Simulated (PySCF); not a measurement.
# Calculated NMR parameters of C#C[SiH2]O[Si@H](O)O[SiH3]

```yaml
Formula: C2H8O3Si3
SMILES: C#C[SiH2]O[Si@H](O)O[SiH3]
Point_group_of_the_computed_structure: C1
Degrees_of_unsaturation: 2
Carbon_signals: 2
Proton_signals: 6
```

Atom-mapped SMILES (the numbers label the heavy atoms): `[CH:1]#[C:2][SiH2:3][O:4][Si@H:5]([OH:6])[O:7][SiH3:8]`. Each H is labelled by its parent atom. Ha(Si3) is pro-R; Hb(Si3) is pro-S.

PySCF calculation with shieldings: GIAO PBE0/pcSseg-1 and geometry from GFN2-xTB; one computed conformer, non-relativistic Hamiltonian, rapidly exchanging positions averaged, no solvent model.

Scale: TMS for 1H (σ = 31.72 ppm) and 13C (σ = 186.93 ppm) and 29Si (σ = 349.16 ppm); H2O for 17O (σ = 336.08 ppm) (reference shieldings calculated alike).

| carbon | δC, type | δH (multiplicity) | HMBC from (2–3 bonds) | span of the C tensor (ppm) |
| --- | --- | --- | --- | --- |
| C1 | 104.9, CH | 2.08 (m) | Hb(Si3), Ha(Si3) | 245 |
| C2 | 90.8, C | – | Hb(Si3), Ha(Si3), H(C1) | 289 |

Other nuclei:
| atoms | nucleus | environment | δ (ppm) | σ (ppm) |
| --- | --- | --- | --- | --- |
| H(Si8) | 1H | hydrogen on a silicon bonded to O | 5.26 | 26.45 |
| Hb(Si3) | 1H | hydrogen on a silicon bonded to C, O | 5.26 | 26.46 |
| Ha(Si3) | 1H | hydrogen on a silicon bonded to C, O | 5.20 | 26.52 |
| H(Si5) | 1H | hydrogen on a silicon bonded to 3 O | 4.12 | 27.60 |
| H(O6) | 1H | hydrogen on an oxygen bonded to Si | 2.25 | 29.46 |
| Si8 | 29Si | silicon bonded to O, 3 H | -42.6 | 391.8 |
| Si3 | 29Si | silicon bonded to C, O, 2 H | -58.2 | 407.3 |
| Si5 | 29Si | silicon bonded to 3 O, H | -73.4 | 422.6 |
| O4 | 17O | oxygen bonded to 2 Si | 71.4 | 264.7 |
| O6 | 17O | oxygen bonded to Si, H | 57.2 | 278.9 |
| O7 | 17O | oxygen bonded to 2 Si | 50.3 | 285.8 |

1. Carbon types of the structure: 1 × C, 1 × CH, leaving 7 H on heteroatoms.
2. δC 104.9: terminal alkyne carbon; sp carbons lie upfield of alkene carbons because the cylindrical π system leaves one tensor component strongly shielded.
3. δC 90.8: alkyne carbon; sp carbons lie upfield of alkene carbons because the cylindrical π system leaves one tensor component strongly shielded.
4. δH 4.12: hydrogen on a silicon bonded to 3 O.
5. δH 2.25: hydrogen on an oxygen bonded to Si; exchangeable, gas-phase position.
6. δH 2.08: hydrogen on a terminal alkyne carbon; it lies on the axis of the triple bond, in its shielding cone.

OH and NH positions are those of a molecule without intermolecular hydrogen bonds; in solution they move with solvent, concentration and temperature, and exchange usually removes their couplings. Shifts are as computed. Against solution values, carbons near 30 ppm lie about +3 ppm off and those near 130 ppm about +5 ppm. Of 1211 compounds with measured shifts, 218 miss one by over three times the rms of a fit or turn the order of signals round; such compounds aren't used in these exercises. Experimental scales use liquid or dissolved standards, which lie at an offset from isolated H2O (liquid H2O: subtract about 36 ppm). Multiplicities follow the n + 1 count of equivalent neighbours, as no J values were calculated; m marks all less simple cases, F and P coupling included.
